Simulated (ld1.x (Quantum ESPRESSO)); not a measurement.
## Logarithmic derivatives: chromium (Cr), TM

* Element: Cr
* Generator: ld1.x (Quantum ESPRESSO) 7.5
* Type: norm-conserving Troullier–Martins (Kleinman–Bylander form)
* Functional: LDA (PZ)
* Relativity: scalar-relativistic
* Frozen core: [Ne]
* Valence charge: 14
* Reference configuration: 3s2 3p6 3d5 4s1 4p0
* Partial waves: 3p (bound): rc 0.80 bohr; 3d (bound): rc 1.90 bohr; 3s (bound): rc 0.80 bohr
* Local potential: the s channel
* Core correction: Bessel-smoothed model core, default radius (core density twice the valence density)

Occupied shells without a wave of their own: 4s. They enter only through the test configuration that unscreens the potential, and ld1.x also counts them in the model core charge.

The phase is arctan(r·u′/u) with u = r·R(r), unwrapped; energies in Ry, scanned from -7 to 5 Ry. A pole is an energy at which the radial function vanishes at the test radius. The pseudo phase is shifted by a multiple of π to meet the all-electron one at the reference energy, and phase errors are pseudo minus all-electron; the curves can meet again beyond the range given. Levels narrower than the energy grid can be missing from the lists of poles.

Question: For each channel, where are the poles, and over which energies does the pseudopotential scatter like the atom?

Answer:

| channel | radius (bohr) | reference energy (Ry) | poles, all-electron | poles, pseudo | unbroken range about the reference energy with phases within 0.05 rad | phase error 1 Ry above the reference energy (rad) |
| --- | --- | --- | --- | --- | --- | --- |
| s | 2.05 | -5.41 | -5.29 | -5.29 | the whole range | -0.000 |
| p | 2.05 | -3.33 | -3.12 | -3.12 | the whole range | -0.000 |
| d | 2.05 | -0.23 | 0.36 | 0.37 | below 2.2 | +0.009 |

ld1.x takes every shell without a wave as core, so the model core holds the 4s electrons as well and exchange and correlation see them twice. This cancels in the reference configuration, but the file is broken for other ones, and its errors say nothing about a proper core correction.

Phases in the d channel:

```csv
E (Ry),all-electron,pseudo
-7.00,1.388,1.388
-6.48,1.381,1.381
-5.96,1.373,1.373
-5.44,1.364,1.364
-4.92,1.353,1.353
-4.40,1.340,1.341
-3.88,1.325,1.325
-3.36,1.306,1.307
-2.84,1.281,1.282
-2.32,1.246,1.247
-1.80,1.192,1.194
-1.28,1.089,1.092
-0.76,0.783,0.788
-0.24,-0.800,-0.800
0.28,-1.533,-1.528
0.80,-1.714,-1.705
1.32,-1.824,-1.807
1.84,-1.934,-1.901
2.36,-2.085,-2.018
2.88,-2.352,-2.197
3.40,-2.904,-2.522
3.92,-3.673,-3.114
4.44,-4.138,-3.759
4.96,-4.358,-4.134
```
